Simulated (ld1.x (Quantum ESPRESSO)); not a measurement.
# La (Z = 57): TM pseudisation with LDA (PZ), scalar-relativistic reference atom.

Input for ld1.x (Quantum ESPRESSO) 7.5:

```
&input
   title='La', zed=57., rel=1, dft='PZ', iswitch=3,
   config='[Xe] 4f0 5d1 6s2 6p0',
   nld=4, rlderiv=4.55, eminld=-2.0, emaxld=5.0, deld=0.02
 /
 &inputp
   pseudotype=2, tm=.true., lloc=2,
   nlcc=.false.,
   file_pseudopw='La.UPF', file_wfcaegen='ae.wfc', file_wfcncgen='nc.wfc', file_beta='beta', file_chi='chi'
 /
4
6S  1  0   2.00   0.00  2.85  2.85  0.0
6P  2  1   0.00   0.00  4.20  4.20  0.0
4F  4  3   0.00   0.00  1.35  1.35  0.0
5D  3  2   1.00   0.00  2.55  2.55  0.0
 &test
   configts(1)='4f0 5d1 6s2 6p0'
 /
```

Command:

```bash
ld1.x < La.in > La.out
```

The program printed (shortened: banner, matrices, multipoles, cross overlaps and the repeated all-electron block are left out):

```
Program LD1 v.7.5
     --------------------------- All-electron run ----------------------------

     La
     scalar relativistic calculation

     atomic number is 57.00
     dft =PZ   lsd =0 sic =0 latt =0  beta=0.20 tr2=1.0E-14
     Exchange-correlation= PZ
                           (   1   1   0   0   0   0   0)
     mesh =1253 r(mesh) = 100.17801 a.u. xmin = -7.00 dx = 0.01250
     1 Ry =  13.60569312 eV, c = 137.03599908

     n l     nl                  e(Ry)          e(Ha)          e(eV)
     1 0     1S 1( 2.00)     -2845.2943     -1422.6471    -38712.2008
     2 0     2S 1( 2.00)      -453.0236      -226.5118     -6163.7000
     2 1     2P 1( 6.00)      -406.2322      -203.1161     -5527.0703
     3 0     3S 1( 2.00)       -96.8634       -48.4317     -1317.8937
     3 1     3P 1( 6.00)       -81.9204       -40.9602     -1114.5834
     4 0     4S 1( 2.00)       -19.5345        -9.7672      -265.7800
     4 1     4P 1( 6.00)       -14.6706        -7.3353      -199.6037
     3 2     3D 1(10.00)       -60.3934       -30.1967      -821.6941
     5 0     5S 1( 2.00)        -2.8712        -1.4356       -39.0652
     5 1     5P 1( 6.00)        -1.6519        -0.8259       -22.4750
     4 2     4D 1(10.00)        -7.6311        -3.8156      -103.8271
     4 3     4F 1( 0.00)        -0.3367        -0.1684        -4.5814
     5 2     5D 1( 1.00)        -0.2358        -0.1179        -3.2079
     6 0     6S 1( 2.00)        -0.2806        -0.1403        -3.8178
     6 1     6P 1( 0.00)        -0.1039        -0.0520        -1.4142

     final scf error:  8.0E-15 reached in  32 iterations

     Etot =  -16973.747311 Ry,   -8486.873655 Ha, -230939.597059 eV

     Ekin =   17950.603332 Ry,    8975.301666 Ha,  244230.400314 eV
     Encl =  -41090.203339 Ry,  -20545.101669 Ha, -559060.696987 eV
     Eh   =    6559.137258 Ry,    3279.568629 Ha,   89241.608680 eV
     Exc  =    -393.284562 Ry,    -196.642281 Ha,   -5350.909066 eV

     normalization and overlap integrals

     s(1S/1S) =  1.000000  <r> =   0.0251  <r2> =    0.0009  r(max) =   0.0161
     s(2S/2S) =  1.000000  <r> =   0.1075  <r2> =    0.0136  r(max) =   0.0914
     s(2P/2P) =  1.000000  <r> =   0.0943  <r2> =    0.0108  r(max) =   0.0729
     s(3S/3S) =  1.000000  <r> =   0.2856  <r2> =    0.0932  r(max) =   0.2610
     s(3P/3P) =  1.000000  <r> =   0.2835  <r2> =    0.0932  r(max) =   0.2546
     s(4S/4S) =  1.000000  <r> =   0.6546  <r2> =    0.4835  r(max) =   0.6108
     s(4P/4P) =  1.000000  <r> =   0.6936  <r2> =    0.5470  r(max) =   0.6341
     s(3D/3D) =  1.000000  <r> =   0.2601  <r2> =    0.0798  r(max) =   0.2111
     s(5S/5S) =  1.000000  <r> =   1.5538  <r2> =    2.7137  r(max) =   1.4112
     s(5P/5P) =  1.000000  <r> =   1.8041  <r2> =    3.6919  r(max) =   1.5792
     s(4D/4D) =  1.000000  <r> =   0.7681  <r2> =    0.6844  r(max) =   0.6750
     s(4F/4F) =  1.000000  <r> =   1.1766  <r2> =    1.8599  r(max) =   0.7460
     s(5D/5D) =  1.000000  <r> =   2.9968  <r2> =   10.8087  r(max) =   2.2411
     s(6S/6S) =  1.000000  <r> =   4.3731  <r2> =   21.6371  r(max) =   3.7414
     s(6P/6P) =  1.000000  <r> =   5.8884  <r2> =   39.5939  r(max) =   4.9256

     ------------------------ End of All-electron run ------------------------

     --------------------- Generating NC pseudopotential ---------------------

      Generating local pot.: lloc=2, matching radius rcloc =   2.5500

      Wfc   6S  rcut= 2.878  Using Troullier-Martins method

      Wfc   6P  rcut= 4.187  Using Troullier-Martins method

      Wfc   4F  rcut= 1.359  Using Troullier-Martins method

     ------------------- End of pseudopotential generation -------------------

     Computing logarithmic derivative in   4.54132
     Computing logarithmic derivative in   4.54132
     Computing the partial wave expansion
     R is outside the sphere for l=    0 j= 0.00
     R is outside the sphere for l=    1 j= 0.00
       no projector for channel:   2
     R is outside the sphere for l=    3 j= 0.00

     ---------------------- Testing the pseudopotential ----------------------

     La
     scalar relativistic calculation

     atomic number is 57.00   valence charge is  3.00
     dft =PZ   lsd =0 sic =0 latt =0  beta=0.20 tr2=1.0E-14
     mesh =1253 r(mesh) = 100.17801 xmin = -7.00 dx = 0.01250

     n l     nl             e AE (Ry)        e PS (Ry)    De AE-PS (Ry)
     4 3     4F   1( 0.00)       -0.33673       -0.33670       -0.00002
     3 2     5D   1( 1.00)       -0.23578       -0.23577       -0.00000
     1 0     6S   1( 2.00)       -0.28060       -0.28060       -0.00000
     2 1     6P   1( 0.00)       -0.10394       -0.10394       -0.00000

     eps = 2.1E-15  iter =  6

     Etot =  -16973.747311 Ry,   -8486.873655 Ha, -230939.597059 eV
     Etotps =    -2.604666 Ry,      -1.302333 Ha,     -35.438283 eV

     Ekin =       1.777023 Ry,       0.888512 Ha,      24.177632 eV
     Encl =      -6.125595 Ry,      -3.062798 Ha,     -83.342969 eV
     Ehrt =       2.066884 Ry,       1.033442 Ha,      28.121393 eV
     Ecxc =      -0.863934 Ry,      -0.431967 Ha,     -11.754423 eV
     Epseu=       0.540956 Ry,       0.270478 Ha,       7.360084 eV

     ---------------------- End of pseudopotential test ----------------------
```

Note: ghost states, extra bound levels that the all-electron valence spectrum of the same l lacks: s at -15.4 eV, p at -2.11 eV. A true bound ghost makes a file unfit for plane-wave use.

Generation and configuration tests took about 2.6 s on one core of a shared server CPU.
